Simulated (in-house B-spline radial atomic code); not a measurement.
## Binding energies in Se⁶⁺

NIST's tabulated ground configuration is [Ar] 3d10; each binding energy is the energy of the ion with one electron taken from that subshell, relaxed, less that of the parent. All numbers are computed (Dirac-Hartree-Fock, average of configuration; Fermi nucleus of rms radius 4.14 fm) with an all-electron radial atomic-structure program (B-spline basis), not measured. Energies include first-order Breit, QED and recoil terms.

```csv
subshell,X-ray name,binding energy (eV),-ε (eV),relaxation (eV)
1s,K,12760.9,12835.0,46.8
2s,L1,1761.4,1785.3,21.5
2p1/2,L2,1578.4,1604.5,23.8
2p3/2,L3,1537.4,1562.3,23.3
3s,M1,333,337.3,4.0
3p1/2,M2,269.6,273.9,4.0
3p3/2,M3,263.7,267.7,3.8
3d3/2,M4,154.1,158.1,4.0
3d5/2,M5,153.2,157.1,3.9
```

Relaxation = -ε minus the binding energy without Breit, QED and recoil terms.

Emission lines follow as differences of binding energies, with λ = 12398.42 eV·Å / E:

| line | holes | energy (eV) | wavelength (Å) |
| --- | --- | --- | --- |
| K-L3 | 1s → 2p3/2 | 11223.5 | 1.1047 |
| K-L2 | 1s → 2p1/2 | 11182.5 | 1.1087 |
| K-M3 | 1s → 3p3/2 | 12497.2 | 0.9921 |
| L3-M5 | 2p3/2 → 3d5/2 | 1384.2 | 8.9571 |
| L2-M4 | 2p1/2 → 3d3/2 | 1424.3 | 8.7049 |
| L1-M3 | 2s → 3p3/2 | 1497.7 | 8.2783 |
| L3-M1 | 2p3/2 → 3s | 1204.4 | 10.294 |

Task: What screening constant σ does Moseley's law, E = (3/4)·13.6057 eV·(Z - σ)², need for K-L3?

Result: σ = 0.84.

Task: What does it cost to remove both a 3p1/2 and a 3d3/2 electron?

Result: 454.1 eV, which is 30.38 eV more than the two single binding energies together.

Task: What does it cost to remove both a 2s and a 3d5/2 electron?

Result: 1953.4 eV, which is 38.76 eV more than the two single binding energies together.

Task: What does it cost to remove both a 1s and a 3d5/2 electron?

Result: 12952 eV, which is 38.05 eV more than the two single binding energies together.
